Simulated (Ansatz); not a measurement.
`C[SiH2]SC#N` and `N#C[S][GeH3]` differ in one atom or group.

Ansatz, PBE0-D4/def2-TZVP geometries, multiplicity 1. Each molecule was computed in one conformer, which needn't be the lowest.

Scalar relativity is left out up to krypton.

```tsv
property	`C[SiH2]SC#N`
HOMO energy (PBE0/def2-TZVPP) / eV	-7.88
HOMO energy (PBE/def2-TZVPP) / eV	-6.68
size of the dipole moment (PBE/def2-TZVPP) / D	3.96
HOMO energy (ωB97M-V/def2-TZVPP) / eV	-10.00
HOMO–LUMO gap (ωB97M-V/def2-TZVPP) / eV	11.39
LUMO energy (ωB97M-V/def2-TZVPP) / eV	1.39
```

(1) What does the change do to each property? (An estimate is asked.)

Results:

(1) Ansatz gave: 
```json
{"property": "HOMO energy (PBE0/def2-TZVPP) / eV", "`N#C[S][GeH3]`": "-7.88", "shift": "0.00"}
{"property": "HOMO energy (PBE/def2-TZVPP) / eV", "`N#C[S][GeH3]`": "-6.69", "shift": "-0.01"}
{"property": "size of the dipole moment (PBE/def2-TZVPP) / D", "`N#C[S][GeH3]`": "4.26", "shift": "0.30"}
{"property": "HOMO energy (ωB97M-V/def2-TZVPP) / eV", "`N#C[S][GeH3]`": "-10.00", "shift": "0.00"}
{"property": "HOMO–LUMO gap (ωB97M-V/def2-TZVPP) / eV", "`N#C[S][GeH3]`": "10.79", "shift": "-0.60"}
{"property": "LUMO energy (ωB97M-V/def2-TZVPP) / eV", "`N#C[S][GeH3]`": "0.80", "shift": "-0.59"}
```

Dipoles are sizes alone; their direction can turn.
